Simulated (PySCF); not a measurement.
TiOCl2, SMILES [O]=[Ti]([Cl])[Cl], multiplicity 1.

The structure is a stationary point at TPSSh-D3(BJ)/def2-SVP. The multiplicity is an assumed one; other spin states were not compared.

Calculation: TDA-PBE/def2-SVPD in PySCF.

Vertical excitations.  State labels are in the subgroup Cs.

Computed UV-visible absorptions:
```
state  symmetry  energy (eV)  λ (nm)      f                              main pairs
-----  --------  -----------  ------  -----  --------------------------------------
S1           A"         2.98     416  0.002                          HOMO→LUMO 99 %
S2           A'         3.29     377  0.000                        HOMO→LUMO+1 90 %
S3           A'         3.30     376  0.002                        HOMO−1→LUMO 88 %
S4           A"         3.59     346  0.000                      HOMO−1→LUMO+1 98 %
S5           A'         3.63     342  0.015                        HOMO−2→LUMO 98 %
S6           A"         3.71     334  0.003                        HOMO−3→LUMO 91 %
S7           A"         3.88     319  0.000                        HOMO−4→LUMO 94 %
S8           A'         4.10     302  0.006  HOMO−3→LUMO+1 72 %, HOMO−4→LUMO+1 25 %
S9           A"         4.37     284  0.086                      HOMO−2→LUMO+1 72 %
S10          A'         4.47     278  0.003                        HOMO−5→LUMO 79 %
T1           A"         2.92     425      0                         HOMO→LUMO 100 %
T2           A'         3.16     392      0                        HOMO−1→LUMO 97 %
T3           A'         3.18     390      0                        HOMO→LUMO+1 98 %
T4           A"         3.44     361      0                      HOMO−1→LUMO+1 95 %
```
Triplets are in the Tamm–Dancoff approximation.
